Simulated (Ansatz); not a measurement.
A nudged elastic band was laid between two geometries of ClH$_{8}$NW (11 atoms, charge 0, multiplicity 1).

Method: RKS r2SCAN-D4/def2-SVP (Ansatz).

| Property | Result |
| --- | --- |
| movable images | 8 |
| climbing image | no |
| spring | 5.0 eV/Å² |
| optimiser | quadratic models (default) |
| start path | through a guess of the saddle point |
| force threshold | 0.03 eV/Å |
| iteration limit | 60 |
| end points | relaxed |

First end point:

```xyz
11
Properties=species:S:1:pos:R:3
W 0.085 0.062 0.688
Cl -0.830 -1.176 2.421
H 1.496 -0.478 -0.070
H -0.598 1.555 0.282
H -1.330 0.027 -0.189
H -0.077 -1.188 -0.400
H 0.246 0.512 -0.949
N 1.672 1.651 0.951
H 2.567 1.306 1.305
H 1.849 2.015 0.013
H 1.385 2.447 1.525
```

Last end point:

```xyz
11
Properties=species:S:1:pos:R:3
W 0.317 0.349 -0.402
Cl -0.021 0.123 3.004
H 1.362 -0.681 0.398
H -0.610 1.520 0.347
H -1.327 -0.011 -0.158
H -0.227 -1.239 -0.130
H 0.697 0.652 -2.058
N 1.588 1.511 0.602
H 2.519 1.226 0.905
H 1.400 2.475 0.876
H 0.764 0.808 2.193
```

**Question.** What changes between the two ends?

**Answer.** Bonds broken: W1–Cl2, N8–H11. Bonds formed: Cl2–H11. ClH8NW becomes ClH + H7NW.

**Question.** What energy profile does the band end with?

**Answer.** The run converged. The highest image is number 9 of 0 to 9, 2.26 eV above the first end and 0.00 eV above the last; the last end lies 2.26 eV above the first. The highest image is an end point: on this band no image between the ends rises above it. The orbitals stay closed-shell, which can raise the energy where a bond breaks towards radicals; this wasn't checked here.

```json
{"image": "0", "path coordinate (Å)": "0.00", "energy (eV)": "0.00", "W1–Cl2 (Å)": "2.32", "N8–H11 (Å)": "1.02", "Cl2–H11 (Å)": "4.34"}
{"image": "1", "path coordinate (Å)": "0.68", "energy (eV)": "0.03", "W1–Cl2 (Å)": "2.32", "N8–H11 (Å)": "1.02", "Cl2–H11 (Å)": "4.16"}
{"image": "2", "path coordinate (Å)": "1.36", "energy (eV)": "0.07", "W1–Cl2 (Å)": "2.32", "N8–H11 (Å)": "1.02", "Cl2–H11 (Å)": "3.99"}
{"image": "3", "path coordinate (Å)": "2.04", "energy (eV)": "0.48", "W1–Cl2 (Å)": "2.27", "N8–H11 (Å)": "1.03", "Cl2–H11 (Å)": "3.51"}
{"image": "4", "path coordinate (Å)": "2.73", "energy (eV)": "1.78", "W1–Cl2 (Å)": "2.24", "N8–H11 (Å)": "1.03", "Cl2–H11 (Å)": "3.20"}
{"image": "5", "path coordinate (Å)": "3.41", "energy (eV)": "1.83", "W1–Cl2 (Å)": "2.47", "N8–H11 (Å)": "1.03", "Cl2–H11 (Å)": "2.97"}
{"image": "6", "path coordinate (Å)": "4.09", "energy (eV)": "1.86", "W1–Cl2 (Å)": "2.57", "N8–H11 (Å)": "1.04", "Cl2–H11 (Å)": "2.36"}
{"image": "7", "path coordinate (Å)": "4.77", "energy (eV)": "1.88", "W1–Cl2 (Å)": "2.69", "N8–H11 (Å)": "1.04", "Cl2–H11 (Å)": "2.21"}
{"image": "8", "path coordinate (Å)": "5.45", "energy (eV)": "2.11", "W1–Cl2 (Å)": "3.06", "N8–H11 (Å)": "1.17", "Cl2–H11 (Å)": "1.71"}
{"image": "9", "path coordinate (Å)": "6.13", "energy (eV)": "2.26", "W1–Cl2 (Å)": "3.43", "N8–H11 (Å)": "1.93", "Cl2–H11 (Å)": "1.32"}
```

The band took 42 iterations and of the order of 50 core-minutes.

Run time: 13 min on 4 threads of Arm Neoverse V1, on a shared host, peak memory 0.19 GiB.
